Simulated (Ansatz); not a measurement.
C$_{2}$H$_{7}$FSSi (`FCSC[SiH3]`). Charge 0, multiplicity 1.

Z-matrix (Å, degrees):
```
C
S 1 1.778
F 1 1.381 2 112.7
H 1 1.092 2 106.6 3 119.1
H 1 1.092 2 111.1 3 -120.7
C 2 1.813 1 100.3 3 71.8
Si 6 1.881 2 111.9 1 79.6
H 6 1.093 2 105.7 1 -161.3
H 6 1.092 2 109.2 1 -46.9
H 7 1.484 6 109.0 2 63.5
H 7 1.489 6 110.7 2 -176.1
H 7 1.487 6 110.2 2 -56.1
```

(1) Give the diagnostics of a CCSD(T)/def2-TZVPP run (frozen core, the Gaussian-basis code of Ansatz). (Estimate.)

Results:

(1) Computed: T1 = 0.0117, largest single amplitude 0.011, largest double 0.015, (T) share of the correlation energy 3.7 %, 9 CCSD cycles. The RHF solution is stable towards an unrestricted one. T1 lies under the customary mark of 0.02 for closed shells.
